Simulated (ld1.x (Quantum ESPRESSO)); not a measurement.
What one change does to a pseudopotential (S, ultrasoft)

* Element: sulfur
* Generator: ld1.x (Quantum ESPRESSO) 7.5
* Type: ultrasoft
* Functional: PBE
* Relativity: scalar-relativistic
* Frozen core: [Ne]
* Valence charge: 6
* Reference configuration: 3s1.5 3p4.5
* Partial waves: 3s (bound): rcut 0.95, rcutus 1.30 bohr; 3s channel at -0.3 Ry: rcut 0.95, rcutus 1.30 bohr; 3p (bound): rcut 0.95, rcutus 1.20 bohr; 3p channel at 2.6 Ry: rcut 0.95, rcutus 1.20 bohr; 3d channel at 0.05 Ry: rcut 0.80, rcutus 1.05 bohr
* Local potential: all-electron potential smoothed inside 0.80 bohr (lloc = -1)
* Core correction: Bessel-smoothed model core inside 1.05 bohr
* Augmentation charge: PSQ, inside the norm-conserving radii

Change: all radii but the core radius scaled by about 1.15 (s 1.50, p 1.38, d 1.20 bohr, rcut 1.10/1.10/0.92); local potential all-electron potential smoothed inside 0.92 bohr (lloc = -1).

Cutoffs: the cutoffs (Ry, on a coarse ladder) from which the occupation-weighted sum of valence levels, in a spherical-Bessel basis at the reference potential, stays within 10 and 1 mRy of its value at 400 Ry; they do not see the model core or the augmentation charge, which bear on the density cutoff. Errors are all-electron minus pseudo energies relative to the spin-unpolarised reference configuration.

What does the change do?

The potential gets softer (30 Ry and 50 Ry → 15 Ry and 35 Ry); the bound ghost in s disappears; of the 7 tests that both files solve, the error grows in 1 and shrinks in 5 by more than 15 % and 0.3 meV (median size 1.5 → 0.3 meV). A larger radius leaves more room for a smooth pseudo-wave, so fewer plane waves are needed.

```tsv
quantity	base	changed
cutoff, loose	30 Ry	15 Ry
cutoff, tight	50 Ry	35 Ry
loose cutoff by channel (10 mRy a level)	s 18 Ry, p 10 Ry	s 6 Ry, p 10 Ry
bound ghosts	s	none
error for 3s2 3p4, meV [ΔE -5.14 eV]	+0.3	+0.1
error for 3s2 3p3, meV [ΔE 6.63 eV]	+1.2	+0.3
error for 3s2 3p2, meV [ΔE 28.91 eV]	+11	+3.4
error for 3s2 3p4.3, meV [ΔE -6.85 eV]	+0.7	+0.3
error for 3s0 3p6, meV [ΔE 15.60 eV]	+1.5	-0.2
error for 3s2 3p0, meV [ΔE 109.75 eV]	+16	+47
error for 3s1 3p4, meV [ΔE 17.51 eV]	+2.2	-1.0
lowest overlap eigenvalue by channel	s 0.49, p 0.75, d 1.00	s 0.33, p 0.69, d 1.00
```

 A true bound ghost makes a file unfit for plane-wave use even where its test errors are small: the radial tests pick states by their node count and pass the ghost by.
